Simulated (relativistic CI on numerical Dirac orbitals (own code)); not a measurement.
Line list: Electric-dipole lines, N3+

Method of calculation: Dirac-Coulomb-Breit CI, separate exchange-only KLI orbitals for each configuration, model QED (radiative potential, 1s self-energy scaled to tabulated hydrogen-like ionisation energies), valence Slater integrals scaled by 0.85, configuration energies shifted to the measured levels that pair with them (semi-empirical) (own radial code, finite nucleus).

Configurations in the expansion (outside the closed core 1s2): 2s2, 2s 2p, 2p2, 2s 3s, 2s 3p, 2s 3d, 2p 3s, 2p 3p, 2s 4s, 2p 3d, 2s 4p, 2s 4d, 2s 4f, 2s 5s, 2s 5p, 2s 5d, 2s 5g, 2s 5f, 2s 6s, 2s 6p, 2s 6d, 2p 4s, 2p 4p, 3s2, 3s 3p, 3p2. Levels of other configurations are missing.

```
λ vac (nm)             Lower             Upper   A (s⁻¹)  log gf  S velocity/length
    22.549   2s 2p 3P°_1 [3]   2s 4d 3D_2 [49]  8.48e+09   -0.49               0.91
    22.556   2s 2p 3P°_2 [4]   2s 4d 3D_3 [50]  1.13e+10   -0.22               0.91
    24.647      2s2 1S_0 [1]  2s 3p 1P°_1 [13]  1.39e+10   -0.42               0.89
    25.876   2s 2p 1P°_1 [5]   2s 4d 1D_2 [54]  1.02e+10   -0.29               0.88
    26.879   2s 2p 1P°_1 [5]   2p 3p 1D_2 [39]  1.06e+10   -0.24               0.85
    28.240   2s 2p 1P°_1 [5]   2p 3p 1P_1 [25]  1.11e+10   -0.40               0.52
    28.342   2s 2p 3P°_0 [2]   2s 3d 3D_1 [17]  1.69e+10   -0.21               0.97
    28.347   2s 2p 3P°_1 [3]   2s 3d 3D_2 [18]  2.28e+10    0.14               0.97
    28.347   2s 2p 3P°_1 [3]   2s 3d 3D_1 [17]  1.27e+10   -0.34               0.97
    28.357   2s 2p 3P°_2 [4]   2s 3d 3D_3 [19]  3.04e+10    0.41               0.97
    28.358   2s 2p 3P°_2 [4]   2s 3d 3D_2 [18]  7.61e+09   -0.34               0.97
    29.814      2p2 3P_2 [8]  2p 3d 3P°_2 [51]  1.10e+10   -0.14               0.87
    30.064      2p2 1D_2 [9]  2p 3d 1F°_3 [60]  2.33e+10    0.34               1.02
    30.301      2p2 3P_0 [6]  2p 3d 3D°_1 [43]  2.05e+10   -0.07               0.99
    30.305      2p2 3P_1 [7]  2p 3d 3D°_2 [44]  2.77e+10    0.28               0.99
    30.308      2p2 3P_1 [7]  2p 3d 3D°_1 [43]  1.55e+10   -0.19               0.99
    30.312      2p2 3P_2 [8]  2p 3d 3D°_3 [45]  3.70e+10    0.55               0.99
    30.316      2p2 3P_2 [8]  2p 3d 3D°_2 [44]  9.33e+09   -0.19               0.99
    31.474      2p2 1D_2 [9]  2s 4f 1F°_3 [47]  2.04e+10    0.33               1.08
    32.430      2p2 1D_2 [9]  2p 3d 1D°_2 [38]  1.37e+10    0.03               0.88
    33.187   2s 2p 1P°_1 [5]   2s 3d 1D_2 [20]  1.98e+10    0.21               0.99
    34.506      2p2 3P_2 [8]  2p 3s 3P°_2 [23]  4.92e+09   -0.36               0.87
    34.837     2p2 1S_0 [10]  2p 3d 1P°_1 [59]  2.35e+10    0.11               0.89
    74.504   2s 3d 3D_2 [18]  2s 5f 3F°_3 [71]  1.54e+09   -0.05               0.92
    74.507   2s 3d 3D_3 [19]  2s 5f 3F°_4 [72]  1.74e+09    0.11               0.92
    78.013      2s2 1S_0 [1]   2s 2p 1P°_1 [5]  2.28e+09   -0.21               0.97
    79.690   2s 3d 1D_2 [20]  2s 5f 1F°_3 [78]  1.82e+09    0.08               0.89
    91.805  2s 3p 1P°_1 [13]   2s 4d 1D_2 [54]  1.26e+09   -0.10               1.15
    92.209   2s 2p 3P°_1 [3]      2p2 3P_2 [8]  4.62e+08   -0.53               0.84
    92.326   2s 2p 3P°_2 [4]      2p2 3P_2 [8]  1.38e+09   -0.06               0.84
    95.452  2s 3p 3P°_1 [15]   2s 4d 3D_2 [49]  1.16e+09   -0.10               1.03
    95.480  2s 3p 3P°_2 [16]   2s 4d 3D_3 [50]  1.57e+09    0.18               1.03
    103.61   2s 3d 3D_3 [19]  2s 4f 3F°_4 [58]  4.50e+09    0.81               0.93
    103.61   2s 3d 3D_2 [18]  2s 4f 3F°_3 [57]  4.00e+09    0.65               0.93
    103.62   2s 3d 3D_1 [17]  2s 4f 3F°_2 [56]  3.78e+09    0.48               0.93
    106.67   2s 3d 1D_2 [20]  2p 3d 1F°_3 [60]  3.51e+09    0.62               1.02
    117.62   2s 3s 1S_0 [12]  2p 3s 1P°_1 [24]  9.21e+08   -0.24               0.89
    125.14  2s 3p 3P°_2 [16]   2p 3p 3D_3 [28]  4.33e+08   -0.15               1.06
    126.83   2s 3d 1D_2 [20]  2s 4f 1F°_3 [47]  9.85e+08    0.22               0.69
    247.84   2s 4d 1D_2 [54]  2s 5f 1F°_3 [78]  7.27e+08    0.67               1.01
    352.71  2p 3s 3P°_2 [23]   2p 3p 3P_2 [32]  9.98e+07   -0.03               0.54
    357.81   2s 3s 3S_1 [11]  2s 3p 3P°_2 [16]  1.01e+08   -0.01               0.97
    358.24   2s 3s 3S_1 [11]  2s 3p 3P°_1 [15]  9.99e+07   -0.24               0.97
    368.56  2p 3s 1P°_1 [24]   2p 3p 1D_2 [39]  1.18e+08    0.08               0.97
    420.37  2s 3p 1P°_1 [13]   2s 3d 1D_2 [20]  6.07e+07   -0.09               0.79
```

Terms are leading LS components. Brackets give the number of a level in order of energy, since labels repeat. The list gives strong lines, with weight on those to low levels, without configurations that were not tied to measured data, among the lowest 102 of 112 levels, so that lines to higher ones, which can be the strongest, are missing, and without lines across small gaps between configurations, and without 78 lines that miss the measured interval by over 3.5 %, start from a term whose rates miss tabulated ones by over 60 %, have gauges far apart or, lacking measured levels, span too small a gap for the errors found; lines with a level outside our table were not tested and can miss by more. Levels whose partners in the same complex of configurations lie outside the list can be far off, and so can their lines. Rates are taken at the computed energies, electric ones in the length gauge. A velocity-to-length ratio far from 1 marks an uncertain rate.

Configurations whose levels could be paired with our table of measured levels were shifted onto them, all but the ground configuration, by the median error of their levels; single terms can still be off by 1,000 to 2,000 cm⁻¹ or more, and rates follow the energies as ν³ (E1, M1) or ν⁵ (E2). The others borrow a shift and can be off by several thousand cm⁻¹ or more. The fine structure of a lone outer electron comes out too small, for d and f at times inverted, and misplaced configurations move strength between like terms. 64 of the 68 excited levels that our extract of the measured tables holds in this range could be paired (the sources list more); they are missed by 436 cm⁻¹ on average and 2510 at most, after the shifts were fitted to these levels, and levels without a partner can miss by more.
